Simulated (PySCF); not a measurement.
# Ionisation energy of Tm⁵²⁺ by level of theory

Tm⁵²⁺ [Ne] 3s2 3p5 [3p1/2^2 3p3/2^3, M_J = 3/2] → Tm⁵³⁺ [Ne] 3s2 3p4 [3p1/2^2 3p3/2^2, M_J = 2], as a difference of total energies. Computed with PySCF 2.14 in an even-tempered Gaussian basis (18 s from 14 bohr⁻², ratio 2.4; 14 p from 18 bohr⁻², ratio 2.4; 4 d from 68 bohr⁻², ratio 2.6; 4 f from 100 bohr⁻², ratio 2.6), with the two-component X2C-1e Hamiltonian. Correlated levels: 1s2 frozen; the 48 highest virtual spinors dropped. "Screened" scales the spin-orbit matrix elements by Boettger's factors to mimic the two-electron term; Breit and QED terms are absent.

```json
{"method": "GHF (spin-free)", "ionisation energy (eV)": "4997.7"}
{"method": "GMP2 (spin-free)", "ionisation energy (eV)": "4998.8"}
{"method": "GHF (screened spin-orbit)", "ionisation energy (eV)": "4925.4"}
{"method": "GMP2 (screened spin-orbit)", "ionisation energy (eV)": "4926.5"}
```

Breit and QED terms and the two-electron picture change are absent.

The spin-free rows relax to the high-spin LS determinant and lack the spin-orbit shift.

The labels give the starting determinants; with spin-orbit coupling the two ends relaxed to ⟨J²⟩ = 3.75, ⟨L²⟩ = 2.03, ⟨S²⟩ = 0.78 and ⟨J²⟩ = 6.00, ⟨L²⟩ = 3.26, ⟨S²⟩ = 1.41.

For comparison: 4922 ± 4 eV (theoretical estimate listed by NIST; NIST Atomic Spectra Database, ionization energies).
